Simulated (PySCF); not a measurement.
ClGe, SMILES [Cl][Ge] (connectivity only; charge and spin as stated), charge +1, multiplicity 1. Geometry: r2SCAN-D4/def2-TZVP. The spin state was assumed, not searched.

Calculation: r2SCAN-D4/def2-TZVP (PySCF 2.14.0).

Harmonic wavenumbers (cm⁻¹): 509. Rotational constants (GHz): 4.997 (linear); symmetry number 1.

Problem. Work out the zero-point energy and the ideal-gas rigid-rotor harmonic-oscillator thermochemistry at 298.15 K and 1 atm.

Solution. ZPE = ½ Σ hcν = ½ × 509 cm⁻¹ = 3.04 kJ/mol. H − E(el) = 12.29 kJ/mol. Entropy in J/(mol K): translation 167.15, rotation 67.56, vibration 2.67, total 237.37. G − E(el) = -58.48 kJ/mol. Cp = 34.25 J/(mol K).
